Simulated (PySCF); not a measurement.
How methods differ on the fine-structure interval of Bi⁴⁶⁺

Bi⁴⁶⁺ [Kr] 4d1 [4d3/2^1, M_J = 3/2] → Bi⁴⁶⁺ [Kr] 4d1 [4d5/2^1, M_J = 5/2], as a difference of total energies. Computed with PySCF 2.14 in an even-tempered Gaussian basis (16 s from 6.3 bohr⁻², ratio 2.8; 14 p from 8.2 bohr⁻², ratio 2.8; 9 d from 8.2 bohr⁻², ratio 2.8; 3 f from 29 bohr⁻², ratio 3), with the two-component X2C-1e Hamiltonian. Correlated levels: [Ar] 3d10 frozen; the 94 highest virtual spinors dropped. "Screened" scales the spin-orbit matrix elements by Boettger's factors to mimic the two-electron term; Breit and QED terms are absent.

```tsv
method	fine-structure interval (cm⁻¹)
GHF (screened spin-orbit)	297510
GMP2 (screened spin-orbit)	298290
GHF (bare spin-orbit)	338730
```
